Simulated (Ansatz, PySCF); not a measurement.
Gas-phase reaction R1 + R2 → P1, each structure at its B3LYP-D3(BJ)/def2-TZVP stationary point, reached from a drawn start (curvature not checked).
R1: H2 (SMILES [H][H]), charge 0, multiplicity 1.
R2: OSi (SMILES [O+]#[Si-]), charge 0, multiplicity 1.
P1, H2OSi (SMILES O=[SiH2]) (charge 0, multiplicity 1):
```xyz
4

Si     0.000     0.000     0.035
O      0.000     0.000     1.554
H      1.175     0.353    -0.794
H     -1.175    -0.353    -0.794
```

P less R. No zero-point or thermal terms.

Correlated levels freeze the cores. CBS: X⁻³ extrapolation of the correlation energy, Hartree–Fock from the larger set.

Run with Ansatz (Gaussian orbitals); PySCF for the D3/D4 terms. No computed number here is a measurement.

**Question.** Estimate the reaction energy that CCSD(T)/CBS(cc-pV(T+d)Z, cc-pV(Q+d)Z) returns for this input.

**Answer.** -0.19 eV

**Question.** Estimate the reaction energy that BLYP-D3(BJ)/def2-TZVPP returns for this input.

**Answer.** -0.07 eV

**Question.** What reaction energy does r2SCAN-D3(BJ)/def2-TZVPP give?

**Answer.** -0.33 eV

Ansatz is a quantum-chemistry and plane-wave program.
